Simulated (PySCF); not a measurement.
A structure optimised at PBE-D3(BJ)/def2-TZVP, used in a PySCF frequency run:

```
P
H 1 1.4141
H 1 1.4141 2 104.77
H 1 1.4141 2 104.77 3 -110.01
Si 1 2.3180 2 113.84 3 124.99
H 5 1.4844 1 101.93 2 60.00
H 5 1.4844 6 115.84 1 -109.70
H 5 1.4844 6 115.84 7 -140.60
```
Charge +1, spin multiplicity 1.

**Question.** Write its SMILES, formula and point group.

**Answer.** [SiH3][PH3+], H₆PSi, C3v

**Question.** What are its rotational constants (standard atomic weights)?

**Answer.** 44.185, 5.0366, 5.0366 GHz
